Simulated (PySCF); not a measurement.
CBr3, SMILES Br[C](Br)Br (connectivity only; charge and spin as stated), charge +1, multiplicity 1.

Geometry optimised at TPSSh-D3(BJ)/def2-SVP. The spin state was assumed, not searched. The isomer is the one that the SMILES or the coordinates give; other isomers of the formula were not compared.

Computed with PBE/def2-TZVP run with PySCF.

Symmetry labels are those of the subgroup C2v that the program uses (full group D3h).

Computed valence orbital energies around the gap with their symmetry:
| orbital | symmetry | energy (eV) |
|---|---|---|
| HOMO−7 | B1 | -17.56 |
| HOMO−6 | A1 | -17.56 |
| HOMO−5 | B2 | -16.17 |
| HOMO−4 | A1 | -13.68 |
| HOMO−3 | B1 | -13.68 |
| HOMO−2 | A2 | -13.56 |
| HOMO−1 | B2 | -13.56 |
| HOMO | B1 | -12.67 |
| LUMO | B2 | -10.27 |
| LUMO+1 | A1 | -8.17 |
| LUMO+2 | B1 | -5.97 |
| LUMO+3 | A1 | -5.97 |
